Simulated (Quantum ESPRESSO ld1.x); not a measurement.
Ar V, 14 electrons, occupied as [Ne] 3s1.75 3p2 4f0.25 (fractional occupations, a model configuration). Calculated with ld1.x of Quantum ESPRESSO 7.5: scalar-relativistic Kohn-Sham, LDA (Slater exchange, VWN5 correlation), spin-polarised, spherical densities, point nucleus; open shells are filled with parallel spins first. Some entries of the table are withheld. Estimate them.

| orbital | occ. | eigenvalue (eV) | <1/r> (bohr^-1) | r(max) (bohr) |
|---|---|---|---|---|
| 1s up | 1 | -3185.05 | 17.65 | 0.056 |
| 1s down | 1 | -3184.31 | 17.65 | 0.056 |
| 2s up | 1 | -367.414 | 3.553 | 0.339 |
| 2s down | 1 | -366.603 | 3.555 | 0.339 |
| 2p up | 3 | (1) | 3.464 | 0.280 |
| 2p down | 3 | (2) | 3.465 | 0.280 |
| 3s up | 1 | -85.2706 | 1.127 | 1.11 |
| 3s down | 0.75 | -81.3716 | 1.121 | 1.11 |
| 3p up | 2 | (3) | 1.037 | 1.15 |
| 3p down | 0 | (4) | 1.027 | 1.16 |
| 4f up | 0.25 | -17.6263 | 0.3269 | 3.08 |
| 4f down | 0 | -16.7017 | 0.3079 | 3.29 |

Answer. 
(1) 2p up eigenvalue (eV): -301.794
(2) 2p down eigenvalue (eV): -300.827
(3) 3p up eigenvalue (eV): -69.1760
(4) 3p down eigenvalue (eV): -65.4232
